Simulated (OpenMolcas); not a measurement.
**Levels of Rh+ by method**

* Program: OpenMolcas 26.06
* Basis: ANO-R2 [7s5p4d2f1g]
* Scalar Hamiltonian: X2C, finite nucleus
* Active space: 8 electrons in 5 orbitals (4d)
* State averaging: 2S+1 = 3 even, 10 roots; 2S+1 = 1 even, 15 roots
* Spin-orbit coupling: state interaction with AMFI integrals over the reference wave functions, term energies averaged over their components

Methods on the same reference wave functions:
A. CASSCF
B. SS-CASPT2, IPEA 0.25 Eh, imaginary shift 0.1 Eh (closed shells correlated: 4s 4p)

Energies in cm-1 above 4d8 3F4, the measured ground level; measured values from NIST Handbook of Basic Atomic Spectroscopic Data.

| Level | A | B | Measured |
| --- | --- | --- | --- |
| 4d8 3F4 | 0.0 | 0.0 | 0.0 |
| 4d8 3F3 | 2369 | 2390 | 2401 |
| 4d8 3F2 | 3727 | 3540 | 3581 |
| 4d8 3P1 | 15073 | 11570 | 10515 |
| 4d8 3P2 [56 %] | 15184 | 11850 |  |
| 4d8 3P0 | 15367 | 11810 | 10761 |
| 4d8 1G4 | 18674 | 15200 | 14855 |
| 4d8 1S0 | 43927 | 35510 |  |

Deviations, from unrounded energies. A percentage is the sum of absolute deviations over the sum of measured energies, with the sign that they share, or ± where signs differ.

```csv
Against measurement,Levels,A,B
mean absolute deviation (cm-1),5,2600,500
fine structure of the ground term (%),2,±3.0,-1.0
other terms of the ground configuration (%),3,+35.9,+6.8
```

B lies closest to measurement on these levels. The largest miss of B in the table is 4d8 3P1, by +1100 cm-1. The ranking rests on the paired levels alone, and a cruder setting can come out closer through cancelling errors.

From A to B the spin-free energies of the other terms of 4d8 shown, above 3F, scale by factors of 0.72 to 0.80, as is usual when dynamic correlation screens the repulsion within a d or f shell.

The lowest spin-free term lies below A's lowest term by 0.535 hartree in B.

CASPT2 does not keep the components of a term degenerate, so their means are used; among the terms shown or strongly mixed into the levels shown the widest spread is 830 cm-1 (4d8 3F, B). Configurations with an s electron lie low at this charge and mix in, so terms can be misplaced. Without dynamic correlation excited terms often stand tens of per cent too high (terms of higher spin than the ground term too low), and those without a measured partner can miss by more than the paired ones (holds for A). Computed and measured levels are paired by configuration, term and J; levels that our copy of the source lacks, or whose pairing is in doubt (as where it misses far off the trend of its configuration), stay unpaired and out of the deviations. Only configurations of the active space appear. The table leaves out levels that lie high or whose names do not pair safely across all columns.

A share in square brackets marks a mixed level and gives the weight of the term that names it, the lowest over the columns.
